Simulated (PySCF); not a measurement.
C₄H₇FSi, SMILES C(/[SiH3])(F)=C\C=C. Atoms are numbered in the order given.

```xyz
13

C      0.5150    -3.1673     0.0000
C     -0.1799    -2.0231     0.0000
C      0.4450    -0.6973     0.0000
C     -0.2319     0.4605     0.0000
F     -1.5892     0.4331     0.0000
Si     0.5026     2.1950     0.0000
H      1.6107    -3.1701     0.0000
H      0.0128    -4.1388     0.0000
H     -1.2744    -2.0446     0.0000
H      1.5383    -0.6404     0.0000
H      0.0520     2.9352    -1.2116
H      1.9856     2.0589     0.0000
H      0.0520     2.9352     1.2116
```

Coordinates come from a ωB97X-D3(BJ)/def2-SVP optimisation. The structure was generated by enumeration; whether it is a known compound was not checked. Other conformers were not sampled.

Computed with PySCF with M06-2X/def2-TZVP.

Symmetry labels are those of the subgroup Cs that the program uses (full group Cs).

**Question.** List the valence orbital energies around the gap with their symmetry. (An estimate is asked for; the answer gives what the named calculation found.)

**Answer.** 
```json
[
 {"orbital": "HOMO−7", "symmetry": "A'", "energy (eV)": "-13.61"},
 {"orbital": "HOMO−6", "symmetry": "A'", "energy (eV)": "-13.21"},
 {"orbital": "HOMO−5", "symmetry": "A'", "energy (eV)": "-11.83"},
 {"orbital": "HOMO−4", "symmetry": "A\"", "energy (eV)": "-11.37"},
 {"orbital": "HOMO−3", "symmetry": "A'", "energy (eV)": "-11.25"},
 {"orbital": "HOMO−2", "symmetry": "A\"", "energy (eV)": "-10.62"},
 {"orbital": "HOMO−1", "symmetry": "A'", "energy (eV)": "-10.62"},
 {"orbital": "HOMO", "symmetry": "A\"", "energy (eV)": "-7.96"},
 {"orbital": "LUMO", "symmetry": "A\"", "energy (eV)": "-0.39"},
 {"orbital": "LUMO+1", "symmetry": "A'", "energy (eV)": "1.27"},
 {"orbital": "LUMO+2", "symmetry": "A'", "energy (eV)": "1.89"},
 {"orbital": "LUMO+3", "symmetry": "A\"", "energy (eV)": "2.30"}
]
```
